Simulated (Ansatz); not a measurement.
Si(Cl)2(I)(OH) (Cl₂HIOSi), SMILES O[Si](Cl)(Cl)I.

Geometry: B3LYP-D3(BJ)/def2-SVP. The structure was generated by enumeration, and PubChem lists no compound with its InChIKey, so it may never have been made. The def2 effective core potentials stand for the cores of I; spin–orbit coupling is left out. The values are those of a single conformer.

Two levels are set side by side: PBE/def2-SVPD (Ansatz, an electronic-structure program) and CAM-B3LYP/def2-SVPD (Ansatz). Energy differences of separate SCF runs at the same geometry; the states with an electron removed or added have multiplicity 2 and 2. Differences are taken from unrounded values.

| quantity | PBE |
|---|---|
| vertical ionisation energy (eV) | 9.89 |
| vertical singlet–triplet gap (eV) | 4.77 |

Question: These are the PBE values. What does CAM-B3LYP give? (Estimate from the structure and the level; the computed values follow.)

Answer: 
| quantity | CAM-B3LYP | PBE minus CAM-B3LYP |
|---|---|---|
| vertical ionisation energy (eV) | 10.36 | -0.46 |
| vertical singlet–triplet gap (eV) | 5.12 | -0.35 |
